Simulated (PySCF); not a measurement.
MCa for M along the chalcogens

CCSD(T) with double-zeta basis sets in PySCF, for the lowest determinant that a PBE0 search found; no spin–orbit coupling. De refers to high-spin ground-configuration atoms.

| M | basis | reference, frozen orbitals | state (unpaired electrons) | Re (Å) | ωe (cm⁻¹) | De (eV) |
| --- | --- | --- | --- | --- | --- | --- |
| S | x2c-SVPall | RHF, 10 | singlet (closed shell) | 2.398 | 410 | 2.18 |
| Se | x2c-SVPall | RHF, 14 | singlet (closed shell) | 2.514 | 322 | 2.05 |
| Te | def2-SVP | RHF, 9 | singlet (closed shell) | 2.751 | 265 | 1.69 |

The shortest bond is that of CaS (2.398 Å), the longest that of CaTe (2.751 Å).

The rows differ in basis set, which adds steps of its own.

Down a group the atoms grow and get heavier, so bonds lengthen and wavenumbers fall; this series shows no clear exception.

Correlated steps freeze the inner cores (9 to 14 orbitals); shallow outer-core shells are correlated. Correlated levels converge slowly with the basis: in double zeta they bind strong bonds too weakly, by up to about 1 eV, and carry superposition errors of some tenths. These are scalar-relativistic numbers at best; spin–orbit coupling would shift them, the dissociation energy most. Where the molecule has an RHF reference, its open-shell atoms are computed with UHF. The CCSD T1 diagnostic is raised in CaS, CaSe, CaTe, a sign that a single reference may not be enough there.
